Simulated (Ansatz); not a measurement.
Ansatz (a first-principles code) input (CCSD(T,core; 1s of Na to Cl frozen)/cc-pwCVTZ):
A basis named .json is the Basis Set Exchange file of that set.

Ansatz 0.2 input:
```yaml
crystal:
  periodic: [false, false, false]
  atoms:
    - {symbol: C, position_ang: [-0.16011550, -1.76559779, 0.07275082]}
    - {symbol: C, position_ang: [0.88619024, -1.26299646, -0.93508592]}
    - {symbol: C, position_ang: [1.78150620, -0.13346826, -0.41227969]}
    - {symbol: C, position_ang: [1.12465471, 1.23260967, -0.24991192]}
    - {symbol: S, position_ang: [-0.29438915, 1.32420972, 0.89002377]}
    - {symbol: C, position_ang: [-1.52905499, 0.43668750, -0.11223599]}
    - {symbol: C, position_ang: [-1.53349308, -1.08750242, 0.02261434]}
    - {symbol: H, position_ang: [0.25139118, -1.65742150, 1.07864905]}
    - {symbol: H, position_ang: [-0.31865902, -2.83656754, -0.07642227]}
    - {symbol: H, position_ang: [0.40195250, -0.95641148, -1.86873542]}
    - {symbol: H, position_ang: [1.53986442, -2.09735269, -1.20036669]}
    - {symbol: H, position_ang: [2.62601326, -0.00680523, -1.09904974]}
    - {symbol: H, position_ang: [2.20530425, -0.44024769, 0.54810666]}
    - {symbol: H, position_ang: [1.84817180, 1.94675039, 0.14676705]}
    - {symbol: H, position_ang: [0.79073323, 1.61714382, -1.21723018]}
    - {symbol: H, position_ang: [-2.49991489, 0.83976301, 0.17789103]}
    - {symbol: H, position_ang: [-1.36211773, 0.73744882, -1.14809210]}
    - {symbol: H, position_ang: [-2.10664276, -1.48639688, -0.82176456]}
    - {symbol: H, position_ang: [-2.08399501, -1.36565211, 0.92475678]}
basis:
  gaussian:
    orbitals: cc-pwCVTZ.json
magnetization: {spin_polarized: false}
correlation: {method: ccsd_t, frozen_orbitals: {C: 0, H: 0, S: 1}}
```

Output:

```
Functional definition: HF
integrals: 11.00 GiB planned
2789 factors; integrals over basis functions are off by at most 1.0e-3 eV
4.41 GiB of device memory are held for the factors and their scratch space
mean field: 4.40 GiB planned
mean field evaluation 1: about -17187.2803 eV, gradient 4.0e1 eV
mean field evaluation 2: about -17187.9835 eV, gradient 4.0e1 eV
mean field evaluation 4: about -17192.6839 eV, gradient 6.2e0 eV
mean field evaluation 8: about -17192.7984 eV, gradient 2.8e-1 eV
mean field evaluation 16: about -17187.2812 eV, gradient 4.0e1 eV
mean field -17192.79885225 eV, -631.8237041227 hartree, gradient 5.8e-6 eV, S^2 0.000000; 0 other end points of the search recorded, 0 dependent functions left out
1 core orbitals not correlated
reference -17192.79885225 eV, -631.8237041227 hartree; 31, 31 occupied and 453, 453 virtual orbitals, 2789 factors
second order -48.33000459 eV of doubles, -0.00000000 eV of singles
coupled cluster: 35.86 GiB planned
cycle   1  -49.39164883 eV  change    -1.1e0 eV  update   1.2e-1
cycle   2  -50.31552479 eV  change   -9.2e-1 eV  update   3.2e-2
cycle   3  -50.45197267 eV  change   -1.4e-1 eV  update   1.3e-2
cycle   4  -50.44090408 eV  change    1.1e-2 eV  update   2.9e-3
cycle   5  -50.44113771 eV  change   -2.3e-4 eV  update   1.1e-3
cycle   6  -50.44182487 eV  change   -6.9e-4 eV  update   3.0e-4
cycle   7  -50.44170122 eV  change    1.2e-4 eV  update   1.2e-4
cycle   8  -50.44162535 eV  change    7.6e-5 eV  update   4.1e-5
perturbative correction -1.71221416 eV, -0.0629227098 hartree
Total energy: -17244.95269177 eV, -633.7403223737 hartree
```
